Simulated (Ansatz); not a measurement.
Consider the formal exchange of groups at a C–F bond: `FCCBS` + CH₄ → `CCCBS` + H–F.

Program: Ansatz. Geometries: PBE0-D4/def2-TZVP. ΔE: electronic, gas phase. CCSD(T)/CBS is the MP2 limit (def2-TZVPP, def2-QZVPP) plus CCSD(T) − MP2 in def2-TZVPP, frozen cores. This one scheme is used for every species. DFT in def2-TZVPP. Each species was taken in one conformer, which may not be the lowest.

`FCCBS`:

Cartesian coordinates in Å:
```
F -1.133 1.757 0.041
C 0.223 1.460 0.042
C 0.421 -0.007 0.344
B -0.243 -0.953 -0.713
S -1.051 -2.487 -0.344
H 0.615 1.718 -0.947
H 0.693 2.103 0.792
H 0.114 -0.224 1.372
H 1.503 -0.207 0.297
H -0.198 -0.698 -1.881
H -0.944 -2.462 0.998
```

CH₄:

Z-matrix (Å, degrees):
```
C
H 1 1.090
H 1 1.090 2 109.5
H 1 1.090 2 109.5 3 -120.0
H 1 1.090 2 109.5 3 120.0
```

`CCCBS`:

Cartesian coordinates in Å:
```
C -1.142 1.075 0.458
C -0.915 -0.213 -0.318
C 0.463 -0.280 -0.963
B 1.732 -0.501 -0.078
S 1.781 -1.006 1.627
H -2.128 1.093 0.927
H -1.074 1.942 -0.205
H -0.394 1.208 1.244
H -1.062 -1.077 0.340
H -1.685 -0.303 -1.091
H 0.504 -1.106 -1.691
H 0.634 0.612 -1.580
H 2.825 -0.381 -0.552
H 0.461 -1.063 1.882
```

H–F:

Cartesian coordinates in Å:
```
F 0.372 0.195 0.187
H -0.372 -0.195 -0.187
```

(1) Is it downhill or uphill in electronic energy at CCSD(T)/CBS, and by how much? (An estimate is asked.)

(2) What do these levels give: PBE-D4, r2SCAN-D4, ωB97M-V, PBE0, HF/def2-QZVPP, SCS-MP2/def2-QZVPP? (An estimate is asked.)

Largest T1 diagnostic among the species: 0.013.

## Answers

(1) The calculation gave: Downhill: ΔE = -0.35 eV.

(2) The calculation gave: PBE-D4 -0.24, r2SCAN-D4 -0.19, ωB97M-V -0.23, PBE0 -0.22, HF/def2-QZVPP -0.02, SCS-MP2/def2-QZVPP -0.33 eV.

The D4 term adds −0.11 eV with B3LYP and −0.06 eV with PBE0; it sums over pairs of atoms, weighted by their polarisabilities, and B3LYP, whose exchange is more repulsive, gets the larger term. From PBE to PBE0 (25 % exact exchange), in def2-TZVPP and without D4, ΔE moves by −0.05 eV. In def2-TZVPP, CCSD(T) changes the Hartree–Fock value by −0.29 eV (the triples alone add −0.03 eV) and MP2 by −0.39 eV.

B3LYP here is the variant with VWN-RPA as its local correlation; programs differ in this.
